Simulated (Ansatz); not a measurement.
The same path of a periodic cell of 17 atoms, Si (host Si, host structure diamond, interstitial Si) was run twice with different band settings. Lost on the way: Si10–Si17. Made: Si5–Si17.

Computed with DFT PBE-D3(BJ), scalar-relativistic, plane waves, PAW (Ansatz). Settings: PAW set soft_1, cutoff 420 eV, k mesh 2x2x2, gaussian smearing 0.02 eV, no spin polarisation.

Relaxed end points:

```xyz
17
Lattice="0.0000 5.4300 5.4300 5.4300 0.0000 5.4300 5.4300 5.4300 0.0000" Properties=species:S:1:pos:R:3
Si 0.002 0.035 -0.002
Si 1.363 1.355 1.361
Si 2.683 2.717 0.001
Si 4.051 4.097 1.381
Si 2.715 0.000 2.715
Si 4.069 1.353 4.067
Si 5.431 2.715 2.748
Si 6.792 4.077 4.069
Si 0.003 2.718 2.682
Si 1.385 4.100 4.047
Si 2.721 5.435 2.716
Si 4.054 6.769 4.052
Si 2.750 2.716 5.429
Si 4.070 4.078 6.792
Si 5.432 5.398 5.431
Si 6.813 6.765 6.811
Si 5.436 8.150 5.431
```

```xyz
17
Lattice="0.0000 5.4300 5.4300 5.4300 0.0000 5.4300 5.4300 5.4300 0.0000" Properties=species:S:1:pos:R:3
Si 0.005 -0.006 -0.004
Si 1.324 1.356 1.359
Si 2.691 2.738 -0.022
Si 4.073 4.105 1.358
Si 2.688 -0.026 2.742
Si 4.072 1.356 4.107
Si 5.453 2.738 2.740
Si 6.783 4.072 4.078
Si 0.004 2.719 2.720
Si 1.358 4.072 4.072
Si 2.711 5.427 2.719
Si 4.072 6.788 4.040
Si 2.710 2.719 5.426
Si 4.070 4.040 6.790
Si 5.450 5.409 5.410
Si 6.820 6.789 6.789
Si 4.068 6.787 6.793
```

Common settings: climbing image yes; spring 5.0 eV/Å²; end points relaxed.

| run | movable images | optimiser | start path | force threshold | iteration limit | largest step |
| --- | --- | --- | --- | --- | --- | --- |
| 1 | 5 | lbfgs | IDPP | 0.03 eV/Å | 39 | default |
| 2 | 3 | fire | default | 0.05 eV/Å | 50 | 1.0 Å |

(1) What does each run give, and how far can it be trusted?

## Answers

(1) Run 1: converged after 27 iterations, highest image 0.307 eV above the first end. By the program's own check the climbing image is of a kind that is not told: the force calls were inconclusive, a negative curvature could not be distinguished from the path's own, the only one lies far off the path, or fixed occupations may fill a level only in part (lowest curvatures found: -0.56 and -0.00 eV/Å²).
Run 2: converged after 30 iterations, highest image 0.306 eV above the first end. The order of the stationary point at the top wasn't checked.
Limits of this set-up: coarse k mesh.
